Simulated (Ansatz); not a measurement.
Species: BNH$_{4}$, charge 0, singlet. BNH4 (SMILES BN).
B3LYP-D3(BJ)/def2-TZVP minimum from Ansatz (a program for electronic structure):
```xyz
6

B     -0.7766     0.0323    -0.0041
N      0.6098    -0.0254     0.0032
H     -1.3984    -0.9854    -0.0254
H     -1.3119     1.0982     0.0110
H      1.1972     0.7922     0.0209
H      1.1274    -0.8889    -0.0085
```

Property: atomisation energy (electronic, to ground-state atoms), in kcal/mol. Open shells are spin-unrestricted; no spin-orbit coupling. CBS(X,Y): correlation extrapolated as X^-3, Hartree-Fock from the larger set (Q,5: extrapolated as (X+1)exp(-9√X)). A bracket is a step between two methods taken in the basis named. Functionals run without relativity, which enters their misses. Double hybrids freeze cores in their MP2 part. 'core' is core correlation in cc-pwCVTZ, 'X2C' scalar relativity in cc-pVTZ-DK, both at CCSD(T). For partners of very few electrons the exact lower level stands in for a higher one.

CCSD(T)/CBS(cc-pVQZ,cc-pV5Z) + [CCSDT(Q) - CCSD(T)]/cc-pVTZ + [CCSDTQ - CCSDT(Q)]/cc-pVDZ + core + X2C (Ansatz) gives 501.2 kcal/mol.

**Question.** How far off this value is PBE/def2-TZVPD (Ansatz), in which direction, and which of these levels come nearer: r2SCAN/def2-TZVPD, B3LYP/def2-TZVPD, PBE0/def2-TZVPD, B2PLYP/def2-TZVPD, CCSD(T)/CBS(cc-pVQZ,cc-pV5Z) + core + X2C?

**Answer.** PBE gives 507.8 kcal/mol, 6.6 kcal/mol above it. Differences of the others: r2SCAN/def2-TZVPD (Ansatz) -0.6; B3LYP/def2-TZVPD (Ansatz) 4.3; PBE0/def2-TZVPD (Ansatz) -0.9; B2PLYP/def2-TZVPD (Ansatz) -2.5; CCSD(T)/CBS(cc-pVQZ,cc-pV5Z) + core + X2C (Ansatz) 0.0 kcal/mol. Nearer than PBE: r2SCAN/def2-TZVPD, B3LYP/def2-TZVPD, PBE0/def2-TZVPD, B2PLYP/def2-TZVPD, CCSD(T)/CBS(cc-pVQZ,cc-pV5Z) + core + X2C.
